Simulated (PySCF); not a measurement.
C₃H₇FSi₂, SMILES C#C[SiH2][C@H](F)[SiH3].

Coordinates come from a B3LYP-D3(BJ)/def2-SVP optimisation. The structure was generated by enumeration; whether it is a known compound was not checked. The values are those of a single conformer.

These are SMD-M06-2X/6-31G* (PySCF) values and carry that method's errors.

Solvation free energies are E(SMD) − E(gas) at the gas-phase geometry, for 1 M in both phases. In vacuum the dipole moment is 2.10 D.

```json
[
 {"solvent": "water", "ΔG(solv) (kcal/mol)": "2.0", "its non-electrostatic (CDS) part": "6.8", "dipole (D)": "2.68"},
 {"solvent": "cyclohexanone", "ΔG(solv) (kcal/mol)": "-1.7", "its non-electrostatic (CDS) part": "2.7", "dipole (D)": "2.62"},
 {"solvent": "acetonitrile", "ΔG(solv) (kcal/mol)": "?", "its non-electrostatic (CDS) part": "?", "dipole (D)": "?"}
]
```

**Question.** Complete the blanks. (An estimate is asked for; the answer gives what the named calculation found.)

**Answer.** 
- acetonitrile, ΔG(solv) (kcal/mol): -2.7
- acetonitrile, its non-electrostatic (CDS) part: 2.0
- acetonitrile, dipole (D): 2.66
